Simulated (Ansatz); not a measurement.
A structure drawn as `CO[B]Cl`, with this starting geometry:

Cartesian coordinates in Å:
```
C -0.142 0.042 0.782
O -0.833 -0.343 -0.400
B -0.195 0.355 -1.509
Cl 1.282 -0.361 -2.367
H 0.864 -0.292 0.811
H -0.709 -0.521 1.655
H -0.268 1.121 1.028
```

Charge 0, multiplicity 2.

Problem. Relax it with Ansatz at PBE-D4/def2-SVP and then PBE0-D4/def2-TZVP. Is the drawn bonding still there?

Solution. Yes, every drawn bond is still there and no new one forms.

Problem. Give the relaxed structure. (Estimate.)

Solution. Computed: 
Z-matrix (Å, degrees):
```
C
O 1 1.426
H 1 1.091 2 111.1
H 1 1.090 2 108.1 3 -120.8
H 1 1.090 2 108.1 3 120.8
B 2 1.318 1 126.7 3 -0.2
Cl 6 1.759 2 126.3 1 0.0
```
All modes are real.

Atoms count as bonded under 1.1 times the sum of their covalent radii (H–H under 0.85 Å, pairs among N, O and F under 1.55 Å), and a drawn bond as lost past 1.3 times.
